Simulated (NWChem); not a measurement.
Molecule: AlAsH4; SMILES [AlH2][AsH2]

```xyz
6

Al     0.0157    -1.6728     0.0000
As     0.0501     0.7581     0.0000
H     -0.9907     0.8258    -1.1128
H     -0.9907     0.8258     1.1128
H      0.0621    -2.4614     1.3813
H      0.0621    -2.4614    -1.3813
```
Atoms are numbered in this order, from 1.

Program: NWChem. All runs use the structure optimised with PBE0/def2-SVP.

Question: Predict the results for PBE/cc-pVQZ. Quantities: highest occupied level (eV); orbital gap (eV); dipole (D).

Answer: 
```yaml
highest occupied level (eV): -6.17
orbital gap (eV): 3.68
dipole (D): 0.32
```
